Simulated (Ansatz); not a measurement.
`[InH2][B]1CN1` and `BB1CN1` differ in one atom or group.

Ansatz, PBE0-D4/def2-TZVP geometries, multiplicity 1. 

Elements past krypton have def2 core potentials.

| property | `[InH2][B]1CN1` |
| --- | --- |
| HOMO energy (B3LYP/def2-TZVPP) / eV | -6.92 |
| HOMO–LUMO gap (PBE0/def2-TZVPP) / eV | 5.38 |
| HOMO–LUMO gap (B3LYP/def2-TZVPP) / eV | 4.91 |
| size of the dipole moment (ωB97M-V/def2-TZVPP) / D | 1.68 |
| HOMO–LUMO gap (ωB97M-V/def2-TZVPP) / eV | 8.94 |
| HOMO energy (ωB97M-V/def2-TZVPP) / eV | -9.23 |

(1) What does the change do to each property? (Estimate.)

Answers

(1) Computed: 
```json
{"property": "HOMO energy (B3LYP/def2-TZVPP) / eV", "`BB1CN1`": "-7.29", "shift": "-0.37"}
{"property": "HOMO–LUMO gap (PBE0/def2-TZVPP) / eV", "`BB1CN1`": "5.70", "shift": "0.32"}
{"property": "HOMO–LUMO gap (B3LYP/def2-TZVPP) / eV", "`BB1CN1`": "5.28", "shift": "0.37"}
{"property": "size of the dipole moment (ωB97M-V/def2-TZVPP) / D", "`BB1CN1`": "1.32", "shift": "-0.36"}
{"property": "HOMO–LUMO gap (ωB97M-V/def2-TZVPP) / eV", "`BB1CN1`": "9.82", "shift": "0.88"}
{"property": "HOMO energy (ωB97M-V/def2-TZVPP) / eV", "`BB1CN1`": "-9.73", "shift": "-0.50"}
```

With PBE0 the HOMO falls by 0.38 eV and the LUMO falls by 0.06 eV, so the gap widens by about 0.32 eV. PBE moves the HOMO by -0.30 eV and ωB97M-V by -0.50 eV. Dipoles are sizes alone; their direction can turn.

B3LYP here is the variant with VWN-RPA as its local correlation; programs differ in this.
